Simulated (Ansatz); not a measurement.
C2H7ClSi3, SMILES C=C1[SiH2][SiH2][Si@H]1Cl. Atoms are numbered in the order given.

```xyz
13

C      2.5727    -0.2051     0.3088
C      1.2482    -0.4108     0.2647
Si     0.1661    -1.5240     1.3674
Si    -1.7084    -0.9614     0.0411
Si    -0.0012     0.3354    -0.9426
Cl    -0.2157     2.3873    -0.6590
H      3.0818     0.4746    -0.3873
H      3.2222    -0.6981     1.0440
H      0.5823    -2.9618     1.3526
H      0.1092    -1.0561     2.7880
H     -2.2563    -2.0625    -0.8088
H     -2.8151    -0.2067     0.6997
H      0.3446     0.1329    -2.3822
```
Charge 0, spin multiplicity 1.

Geometry optimised at PBE0-D3(BJ)/def2-SVP. The structure was generated by enumeration; whether it is a known compound was not checked.

Two levels are set side by side: PBE-D3(BJ)/def2-SVP (Ansatz, a first-principles code) and PBE0-D3(BJ)/def2-SVP (Ansatz). Each level has its own optimised geometry; the coordinates shown are those of the second. Differences are taken from unrounded values.

```
quantity              PBE0-D3(BJ)  PBE-D3(BJ)  PBE-D3(BJ) minus PBE0-D3(BJ)
--------------------  -----------  ----------  ----------------------------
mean bond length (Å)        1.663       1.671                         0.009
bond C1–C2 (Å)              1.341       1.351                         0.010
bond C2–Si3 (Å)             1.904       1.908                         0.004
bond C2–Si5 (Å)             1.891       1.894                         0.003
bond Si3–Si4 (Å)            2.364       2.374                         0.010
bond Si4–Si5 (Å)            2.359       2.364                         0.006
bond Si5–Cl6 (Å)            2.082       2.093                         0.011
bond C1–H7 (Å)              1.098       1.106                         0.008
bond C1–H8 (Å)              1.098       1.105                         0.008
bond Si3–H9 (Å)             1.497       1.507                         0.011
bond Si3–H10 (Å)            1.497       1.506                         0.009
bond Si4–H11 (Å)            1.495       1.503                         0.008
bond Si4–H12 (Å)            1.493       1.505                         0.012
bond Si5–H13 (Å)            1.494       1.507                         0.012
```

Exact exchange shortens and stiffens bonds; PBE has none. Differences between two approximate levels are no errors against the true value.
